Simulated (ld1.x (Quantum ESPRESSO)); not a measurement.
## What one change does to a pseudopotential (germanium (Ge), TM semilocal)

ld1.x (Quantum ESPRESSO) 7.5 input, shortened:

```
&input
   title='Ge', zed=32., rel=1, dft='REVPBE', iswitch=3,
   config='[Ar] 3d10 4s2 4p2'
 /
 &inputp
   pseudotype=1, tm=.true., lloc=1,
   nlcc=.false.
 /
3
4S  1  0   2.00   0.00  1.30  1.30  0.0
3D  3  2  10.00   0.00  1.10  1.10  0.0
4P  2  1   2.00   0.00  1.50  1.50  0.0
 &test
   configts(1)='3d10 4s2 4p2'
 /
```

Change: wave 4p (bound): rc 1.50 bohr becomes 4p (bound): rc 1.34 bohr.

Cutoffs: the cutoffs (Ry, on a coarse ladder) from which the occupation-weighted sum of valence levels, in a spherical-Bessel basis at the reference potential, stays within 10 and 1 mRy of its value at 400 Ry; they do not see the model core or the augmentation charge, which bear on the density cutoff. Errors are all-electron minus pseudo energies relative to the spin-unpolarised reference configuration.

What does the change do?

Of the 7 tests that both files solve, the error grows in 4 and shrinks in 0 by more than 15 % and 0.3 meV (median size 3.0 → 5.1 meV); neither file shows a bound ghost. That the errors move this way runs against the usual rule that smaller radii transfer better. A semilocal file is local in each channel, so a ghost entry of none says nothing of the separable form that plane-wave codes build from it.

```csv
quantity,base,changed
"cutoff, loose",230 Ry,230 Ry
"cutoff, tight",over 300 Ry,over 300 Ry
loose cutoff by channel (10 mRy a level),"s 40 Ry, d 200 Ry, p 25 Ry","s 40 Ry, d 200 Ry, p 55 Ry"
bound ghosts,none,none
"error for 3d10 4s2 4p1, meV [ΔE 7.39 eV]",0.0,+1.2
"error for 3d10 4s2 4p0, meV [ΔE 22.74 eV]",+1.0,+5.1
"error for 3d10 4s1 4p0, meV [ΔE 57.36 eV]",+36,+44
"error for 3d10 4s1 4p3, meV [ΔE 7.95 eV]",+3.0,+2.7
"error for 3d10 4s0 4p4, meV [ΔE 16.13 eV]",+14,+15
"error for 3d10 4s1 4p2, meV [ΔE 16.09 eV]",+6.8,+9.3
"error for 3d10 4s2 4p2.3, meV [ΔE -0.87 eV]",+0.1,+0.1
```
